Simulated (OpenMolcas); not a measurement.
**Cr3+ in a point-charge field**

Cr3+ among 6 point charges of -2 e arranged as a tetragonal octahedron (D4h), 1.95 Å from the ion, with the axial distance 1.580 Å. The active orbitals were held to one l.

```yaml
Program: OpenMolcas
Method: CASSCF
Basis: ANO-RCC-VTZP [6s5p3d2f1g]
Scalar_Hamiltonian: DKH2, point nucleus
Active_space: 3 electrons in 5 orbitals (3d)
State_averaging: 2S+1 = 4 even, 10 roots; 2S+1 = 2 even, 40 roots
Spin-orbit_coupling: RASSI with atomic mean-field integrals over the reference wave functions
```

The lowest spin-free states (labels of D4, the rotations of D4h), above the lowest:

```tsv
State	Degeneracy	E (cm-1)	Free-ion L (%)
4B1	1	0.0	F (100)
4E	2	4144	F (84)
4B2	1	5198	F (100)
4A2	1	11083	F (97)
4E	2	14137	F (95)
2E	2	17370	H (44)
2B1	1	18369	G (72)
2A1	1	19893	G (77)
2A2	1	20316	G (72)
2E	2	21901	H (56)
2B2	1	23998	G (80)
2A1	1	24093	G (93)
2E	2	24232	G (49)
4E	2	25985	P (79)
2B2	1	27252	H (43)
2A2	1	27508	P (63)
2E	2	27529	P (30)
2A1	1	28375	H (55)
2B1	1	28774	D (56)
2A2	1	31682	H (86)
```

The lowest levels with spin-orbit coupling:

| E (cm-1) | Degeneracy | Label | 2S+1 | g |
| --- | --- | --- | --- | --- |
| 0.0 | 2 | E1/2 | 4 | 0.00 0.00 5.56 |
| 1.4 | 2 | E3/2 | 4 | 1.85 3.73 3.73 |
| 4026 | 2 | E1/2 | 4 | 1.14 1.14 3.97 |
| 4102 | 2 | E1/2 | 4 | 0.12 1.41 1.41 |
| 4174 | 2 | E3/2 | 4 | 1.03 1.03 2.74 |
| 4296 | 2 | E3/2 | 4 | 1.79 1.79 6.76 |
| 5252 | 2 | E1/2 | 4 | 0.01 0.01 6.30 |
| 5263 | 2 | E3/2 | 4 | 2.12 4.44 4.44 |
| 11116 | 2 | E3/2 | 4 | 0.00 0.00 6.00 |
| 11126 | 2 | E1/2 | 4 | 2.00 4.26 4.26 |
| 13775 | 2 | E3/2 | 4 | 0.08 0.08 0.44 |
| 14037 | 2 | E3/2 | 4 | 0.11 0.11 3.55 |
| 14286 | 2 | E1/2 | 4 | 0.03 0.03 7.54 |
| 14525 | 2 | E1/2 | 4 | 0.03 0.03 11.53 |
| 17244 | 2 | E1/2 | 2 | 0.28 0.28 1.66 |
| 17509 | 2 | E3/2 | 2 | 0.82 0.82 5.20 |
| 18417 | 2 | E3/2 | 2 | 1.83 2.52 2.52 |
| 19869 | 2 | E1/2 | 2 | 1.53 1.53 2.26 |
| 20407 | 2 | E1/2 | 2 | 1.35 1.35 5.57 |
| 21856 | 2 | E1/2 | 2 | 0.02 0.02 0.58 |

Powder χT (cm3 K/mol): 1.57 at 2 K, 1.63 at 10 K, 1.64 at 50 K, 1.66 at 100 K, 1.7 at 200 K, 1.74 at 300 K. The effective moment at 300 K is 2.828 √(χT) = 3.73 μB.

The lowest level has 2S+1 = 4, for which the spin-only value is χT = S(S+1) / 2 = 1.875 cm3 K/mol (g = 2). The computed 1.738 at 300 K differs by -0.137, through orbital momentum, spin-orbit coupling and any other state in reach.

Without dynamic correlation the repulsion within the d shell is too large (B by tens of per cent), so at a given field states of lower spin stand too high. Point charges carry no covalency, so the field is a model and not that of real ligands. No measured value stands beside these numbers.

The RASSCF and RASSI steps took 10 s on 1 thread of Intel(R) Xeon(R) Platinum 8559C (Emerald Rapids), on a shared host; the integral step is not counted.
